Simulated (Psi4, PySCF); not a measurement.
Interaction energy of C2H3N ··· H3B (SMILES CC#N and B). Monomers: optimised at B3LYP-D3(BJ) (def2-TZVP), held rigid. Orientation: lowest of the rigid-body minima from ten starts at GFN2-xTB (searched outside a hard wall at short contacts). The monomers approach along the line of their centres of mass (distance R); nothing else relaxes. The shortest distances reach bonding range, where SAPT0 and rigid monomers are unreliable. The table gives interaction energies.

```csv
R / Å,A,B,C
2.74,40.41,4.59,100.61
2.91,-11.56,-23.88,38.30
3.12,-30.72,-29.91,7.11
3.32,-32.96,-28.48,-5.54
3.57,-29.16,-24.74,-12.35
3.92,-21.49,-18.82,-13.72
4.43,-12.48,-11.44,-9.93
5.09,-6.01,-5.67,-5.34
6.09,-2.28,-2.23,-1.97
7.43,-0.83,-0.84,-0.75
```

Energies in kJ/mol.

Task: Match the curves with the methods DF-MP2/aug-cc-pVDZ, frozen core, counterpoise-corrected in Psi4; restricted Hartree-Fock/6-31G*, spherical d, no counterpoise correction (PySCF); SAPT0/jun-cc-pVDZ, frozen core run with Psi4.

Result: A is MP2/aug-cc-pVDZ; B is SAPT0/jun-cc-pVDZ; C is RHF/6-31G*.
